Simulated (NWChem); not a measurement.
# A calculation on HCl3Ge

SMILES: [Cl][GeH]([Cl])[Cl]
```xyz
5

Ge     0.0302     0.4329     0.0000
Cl    -1.0306    -0.2396     1.7518
Cl    -1.0306    -0.2396    -1.7518
Cl     1.9963    -0.4511     0.0000
H      0.1370     1.9602     0.0000
```
Charge 0, spin multiplicity 1.

All runs are NWChem calculations. Structure: optimised with B3LYP/def2-SVP, a minimum by its harmonic frequencies.

Symmetry labels belong to the abelian group Cs used in the runs, with the axes of the coordinates shown; states degenerate in a higher group split over its labels.

The Hamiltonian is non-relativistic. The structure started from a generated list of species.

Q: List the lowest 6 singlet excitations that TD-PBE/def2-SVP gives, with oscillator strengths.

A: 
```json
[
 {"state": "1", "symmetry": "a\"", "energy (eV)": "5.43", "wavelength (nm)": "228", "f": "0.000"},
 {"state": "2", "symmetry": "a\"", "energy (eV)": "5.78", "wavelength (nm)": "215", "f": "0.015"},
 {"state": "3", "symmetry": "a'", "energy (eV)": "5.78", "wavelength (nm)": "215", "f": "0.015"},
 {"state": "4", "symmetry": "a'", "energy (eV)": "5.82", "wavelength (nm)": "213", "f": "0.023"},
 {"state": "5", "symmetry": "a\"", "energy (eV)": "6.06", "wavelength (nm)": "204", "f": "0.009"},
 {"state": "6", "symmetry": "a'", "energy (eV)": "6.06", "wavelength (nm)": "204", "f": "0.009"}
]
```
